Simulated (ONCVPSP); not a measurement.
## Reading a pseudo-wave (sulfur (S))

Columns: radius, all-electron u(r) and pseudo u(r) of the 3p shell (level -7.01 eV) of sulfur in the configuration [Ne] 3s2 3p4; PBE, scalar-relativistic, ONCV scheme, ONCVPSP 4.0.1.

| r (bohr) | all-electron | pseudo |
| --- | --- | --- |
| 0.088 | -0.1370 | 0.0061 |
| 0.175 | -0.2824 | 0.0240 |
| 0.262 | -0.3301 | 0.0527 |
| 0.350 | -0.2916 | 0.0918 |
| 0.438 | -0.1984 | 0.1397 |
| 0.525 | -0.0794 | 0.1943 |
| 0.612 | 0.0479 | 0.2542 |
| 0.700 | 0.1733 | 0.3182 |
| 0.788 | 0.2888 | 0.3831 |
| 0.875 | 0.3896 | 0.4459 |
| 0.962 | 0.4761 | 0.5052 |
| 1.050 | 0.5494 | 0.5603 |
| 1.138 | 0.6086 | 0.6092 |
| 1.225 | 0.6540 | 0.6505 |
| 1.312 | 0.6876 | 0.6836 |
| 1.400 | 0.7108 | 0.7081 |
| 1.487 | 0.7245 | 0.7233 |
| 1.575 | 0.7303 | 0.7300 |
| 1.662 | 0.7294 | 0.7293 |
| 1.750 | 0.7229 | 0.7229 |
| 1.838 | 0.7118 | 0.7118 |
| 1.925 | 0.6972 | 0.6972 |
| 2.012 | 0.6798 | 0.6798 |
| 2.100 | 0.6600 | 0.6600 |
| 2.188 | 0.6386 | 0.6386 |
| 2.275 | 0.6162 | 0.6162 |

(1) How many radial nodes do the two functions have?

(2) At about which radius was the pseudo-wave matched?

(3) Is the pseudo-wave norm-conserving?

## Answers

(1) The all-electron 3p function has n − l − 1 = 1; the pseudo-wave has 0, since the states of the same l below it are removed with the core.

(2) 1.75 bohr. The columns agree to 0.0005 from 1.57 bohr on; several derivatives are matched, so the curves merge somewhat inside the radius.

(3) Yes: the ONCV scheme keeps the norm inside the radius equal to the all-electron one, which fixes the energy derivative of the logarithmic derivative at the level.
